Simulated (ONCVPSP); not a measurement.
**hafnium: one change to an ONCV potential, before and after**

ONCVPSP 4.0.1 input, shortened (lines: element, Z, core and valence counts, functional; n l f; lmax; l rc ep ncon nbas qcut; lloc lpopt rc5 dvloc0; l nproj debl; icmod fcfact rcfact), revPBE, scalar-relativistic:

```
  Hf 72.00   11    4  -102130      upf
    1    0    2.00
    2    0    2.00
    2    1    6.00
    3    0    2.00
    3    1    6.00
    3    2   10.00
    4    0    2.00
    4    1    6.00
    4    2   10.00
    4    3   14.00
    5    0    2.00
    5    1    6.00
    5    2    2.00
    6    0    1.00
    6    1    1.00
    2
    0    2.20    0.00    3    8    2.40
    1    2.15    0.00    4    7    7.70
    2    2.95    0.00    4    9    6.00
    4    5    1.75    2.00
    0    1    1.60
    1    2    2.30
    2    2    3.90
    3    2.00    1.25
```

All-electron outer shells of the reference configuration (revPBE, scalar-relativistic, ld1.x):

```
shell  level (eV)  outermost node (bohr)  outermost maximum (bohr)
   5s      -68.48                   0.55                      1.01
   5p      -37.03                   0.60                      1.16
   4f      -18.28                      –                      0.45
   6s       -5.94                   1.36                      2.89
   5d       -3.82                   0.67                      1.67
   6p       -2.03                   1.65                      3.95
```

Change: d: rc 2.15, qcut 8.2.

Cutoffs: the cutoffs (Ha) at which the residual kinetic energy of the hardest occupied pseudo-wave falls to 1 and 0.1 mHa per electron; they do not see the model core or the augmentation charge, which bear on the density cutoff. Errors are all-electron minus pseudo energies relative to the spin-unpolarised reference configuration.

How do hardness, ghosts and transferability respond?

The potential gets harder (10 Ha and 40 Ha → 13 Ha and 40 Ha); both files keep a bound ghost (s); the errors of the 4 common tests hardly move.

```tsv
quantity	base	changed
cutoff, loose	10 Ha	13 Ha
cutoff, tight	40 Ha	40 Ha
loose cutoff by channel	s 3.6 Ha, p 9.9 Ha, d 10 Ha	s 3.6 Ha, p 9.9 Ha, d 13 Ha
bound ghosts	s	s
GHOST(+) flags under 300 eV	none	none
error for 5p6 5d2 6s2 6p0, meV [ΔE -3.80 eV]	-0.5	-0.7
error for 5p6 5d2 6s1 6p0, meV [ΔE 4.10 eV]	+0.4	+0.2
error for 5p6 5d2 6s0 6p0, meV [ΔE 18.13 eV]	+15	+14
error for 5p6 5d2 6s1.5 6p0, meV [ΔE -0.58 eV]	+0.2	+0.2
s: phases at 2.24 bohr within 0.05 rad from the reference energy up to (Ha; the scan ends near 5)	1.0	1.0
p: phases at 2.18 bohr within 0.05 rad from the reference energy up to (Ha; the scan ends near 5)	to the end of the scan	to the end of the scan
rms error of d²Exc/dni dnj with the model core, mHa	2.23	2.22
```

 A true bound ghost makes a file unfit for plane-wave use even where its test errors are small: the radial tests pick states by their node count and pass the ghost by.
